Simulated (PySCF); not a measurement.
Compound: Ta(NH)(OH)3 (singlet state).
Structure used (PBE0-D3(BJ)/def2-SVP), in Å, numbered top down from 1:
```xyz
9
H4NO3Ta angstrom
Ta     0.017   -0.012   -0.241
N      0.011    0.027    1.530
H      0.009    0.043    2.541
O      1.785    0.362   -0.868
H      2.614    0.559   -0.424
O     -1.201    1.310   -0.898
H     -1.782    1.941   -0.469
O     -0.530   -1.749   -0.828
H     -0.791   -2.550   -0.369
```

Computed, not measured: PySCF, PBE0-D3(BJ)/def2-SVP geometry optimisation, gas phase, def2 core potentials past Kr.

(1) Which atoms are bound to Ta1, and at what distances?

(2) List the angles at Ta1.

(3) What is the shape at Ta1?

(4) What are the other bond lengths?

(5) What are the rotational constants (commonest isotopes, rigid rotor)?

Results:

(1) 4 atoms: N2 1.771 Å, O8 1.913 Å, O4 1.914 Å, O6 1.914 Å. The nearest atom not counted as bound is H5, at 2.67 Å (others tie with it).

(2) 
| angle | degrees | distance of the outer atoms (Å) |
| --- | --- | --- |
| O4–Ta1–O8 | 110.0 | 3.13 |
| O4–Ta1–O6 | 109.9 | 3.13 |
| O6–Ta1–O8 | 109.9 | 3.13 |
| N2–Ta1–O6 | 109.0 | 3.00 |
| N2–Ta1–O8 | 109.0 | 3.00 |
| N2–Ta1–O4 | 109.0 | 3.00 |

(3) Tetrahedral: angles from 109.0° to 110.0°; τ4 = (360° − α − β)/141° = 0.99 with α and β the two widest (0 for a square, 1 for a tetrahedron).

(4) N2–H3 1.011 Å; O4–H5, O6–H7, O8–H9 0.960 Å.

(5) A = 3167, B = 3164, C = 2833 MHz: an oblate symmetric top.

Point group: C3v (tolerance 0.08 Å). Charge 0, singlet. Whether it is a minimum is left open (no frequencies).
